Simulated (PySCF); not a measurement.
Se(H)(SeH) (H₂Se₂), SMILES [SeH][SeH]. Heavy atoms are numbered as in [SeH:1][SeH:3]. Hydrogens are named by the atom that carries them.

Coordinates come from a PBE0-D3(BJ)/def2-TZVP optimisation.

Calculation: PBE0/pcSseg-2 (PySCF).

GIAO shieldings, no solvent; atoms alike by connectivity are averaged. δ = σ(ref) − σ: ⁷⁷Se against Me2Se (σ = 1739.2 ppm); ¹H against TMS (σ = 31.54 ppm), references at their B3LYP-D3(BJ)/def2-TZVP geometries, non-relativistic.

Computed chemical shifts:
```json
[
 {"nucleus": "⁷⁷Se", "atoms": "Se1 (SeH)", "count": "2", "δ (ppm)": "-114.2"},
 {"nucleus": "¹H", "atoms": "H on Se1", "count": "2", "δ (ppm)": "3.33"}
]
```
